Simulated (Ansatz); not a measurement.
CoF₂⁻. Charge -1, multiplicity 3. Geometry r2SCAN-D4/def2-TZVP, that of the neutral quartet; atoms count from 1.

```xyz
3

Co    0.0000    0.0000    0.0000
F     0.8743   -0.3278    1.4449
F    -0.8743    0.3278   -1.4449
```

The highest occupied level of the charge -1 triplet lies above zero (up to 0.40 eV). By energy differences its removal costs 1.74 eV (vertical, to the charge 0 quartet, at PBE0-D4/def2-TZVPD); a positive level beside a positive removal energy at the same level points to self-interaction error.

Problem. Estimate the Mulliken populations from the PBE0/def2-TZVPD orbitals of Ansatz.

Solution. 
```
atom  charge (e)  spin (α − β)  d electrons
 Co1        0.22          1.78         7.54
  F2       -0.61          0.11            –
  F3       -0.61          0.11            –
```
Mulliken values and Mayer orders depend strongly on the basis. With diffuse functions, as here, like atoms can get unlike values, and bond orders can come out too low or too high.

Problem. Where does the spin sit?

Solution. Summed by element: Co 1.78, F 0.22, of 2 unpaired in all. Largest on single atoms: Co1 1.78, F2 0.11, F3 0.11.

Problem. And the Mayer bond orders between bonded heavy atoms (over 0.3)?

Solution. Co1–F2 0.37 (1.72 Å); Co1–F3 0.37 (1.72 Å).
